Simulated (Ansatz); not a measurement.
Ligand-field states of [VF6]2- (VF6²⁻) at its r2SCAN-D4/def2-SVPD geometry (relaxed as a doublet).

Cartesian coordinates in Å:
```
V 0.000 0.000 0.000
F -0.224 -0.890 1.647
F 0.224 0.890 -1.647
F 0.834 1.411 0.876
F -0.834 -1.411 -0.876
F -1.667 0.794 0.203
F 1.667 -0.794 -0.203
```

CASSCF(1,5) on the V 3d shell in def2-SVP, averaged with equal weights over 5 doublets, then SC-NEVPT2; Ansatz, no spin–orbit coupling. The space holds no ligand orbitals and no second d shell, so covalent complexes are described poorly.

(1) Estimate the states' energies above the lowest.

## Answers

(1) 
| state | CASSCF (eV) | NEVPT2 (eV) |
| --- | --- | --- |
| doublet 1 | 0.00 | 0.00 |
| doublet 2 | 0.03 | 0.03 |
| doublet 3 | 0.05 | 0.06 |
| doublet 4 | 2.39 | 2.72 |
| doublet 5 | 2.56 | 2.89 |
The lowest NEVPT2 state is a doublet. It took 22 s on 4 threads of Arm Neoverse N1 on a shared host, peak host memory 0.68 GiB.
